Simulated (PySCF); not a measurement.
Compound: C8H8S.
Geometry (PBE0-D3(BJ)/def2-SVP, Å), atoms numbered from 1 in this order:
```
atom  x, y, z in Å
C1     2.861    0.044   -0.716
C2     1.903    0.492    0.103
C3     0.500    0.057    0.097
C4     0.158   -1.271   -0.203
C5    -1.160   -1.709   -0.166
C6    -2.176   -0.817    0.176
C7    -1.866    0.510    0.456
C8    -0.541    0.955    0.417
S9    -0.239    2.658    0.818
H10    3.892    0.395   -0.626
H11    2.649   -0.680   -1.509
H12    2.153    1.253    0.852
H13    0.960   -1.976   -0.433
H14   -1.394   -2.752   -0.391
H15   -3.215   -1.151    0.215
H16   -2.659    1.224    0.690
H17    0.674    2.897   -0.147
```

The closed-shell ground state was solved at several levels (PySCF, density fitting, gas phase, non-relativistic).

| level | basis functions | HOMO (eV) | LUMO (eV) | gap (eV) | dipole (D) |
| --- | --- | --- | --- | --- | --- |
| B3LYP/def2-SVPD | 251 | -6.32 | -1.43 | 4.89 | 1.22 |
| PBE0/pcSseg-1 | 200 | -6.54 | -1.22 | 5.32 | 1.31 |

Task: What might HF/pcSseg-1 (200 basis functions) give for the same quantities?

Result: HOMO -8.47 eV, LUMO 2.32 eV, gap 10.79 eV, dipole 1.51 D.

Task: Over all these levels, which gives the widest orbital gap and which the narrowest?

Result: HF/pcSseg-1 (Hartree–Fock, all exact exchange) has the widest, 10.79 eV, and B3LYP/def2-SVPD (global hybrid, 20 % exact exchange) the narrowest, 4.89 eV. Functional and basis both differ between the two, so the spread mixes both effects. The HOMO need not be the same orbital at Hartree–Fock and at DFT levels.

Task: How far do the dipole and the HOMO energy spread over the levels?

Result: The dipole runs from 1.22 to 1.51 D (mean 1.35 D) and the HOMO from -8.47 to -6.32 eV.

One conformer stands for the species.
